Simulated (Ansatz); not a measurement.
CH5AlOSi (`C[SiH]1[O][AlH]1`), relaxed with RKS PBE-D4/def2-SVP in the Gaussian-basis code of Ansatz from a rough embedded geometry. The force threshold is 0.03 eV/Å; the program also tests the step.

Total charge 0; spin multiplicity 1.

Start:

```xyz
9

C    -0.096   -1.009    0.891
Si    0.791    0.150   -0.189
O     0.096    0.080   -1.739
Al   -0.492    1.702   -1.339
H     0.307   -0.945    1.976
H    -1.219   -0.741    0.976
H    -0.029   -2.064    0.556
H     2.238   -0.024   -0.308
H    -1.596    2.851   -0.824
```

```
        step  energy (eV)  largest force (eV/Å)  largest move (Å)
           1  -17621.3835                 1.846             0.000
           2  -17622.0315                 0.907             0.195
           3  -17622.2870                 0.359             0.195
           4  -17622.3775                 0.365             0.195
           5  -17622.4270                 0.144             0.200
           6  -17622.4455                 0.296             0.193
7 (rejected)  -17622.4382                 0.172             0.107
           8  -17622.4504                 0.058             0.037
           9  -17622.4505                 0.025             0.008
```

End:

```xyz
9

C    -0.040   -1.184    1.006
Si    0.613    0.169   -0.129
O    -0.244    0.346   -1.629
Al   -0.547    1.975   -0.982
H     0.475   -1.142    1.988
H    -1.130   -1.088    1.175
H     0.168   -2.179    0.556
H     2.098   -0.039   -0.315
H    -1.393    3.142   -1.670
```

Hardware: 2 threads of an Arm Neoverse V1 on a shared host. Wall time 17 s, peak host memory 0.15 GiB.
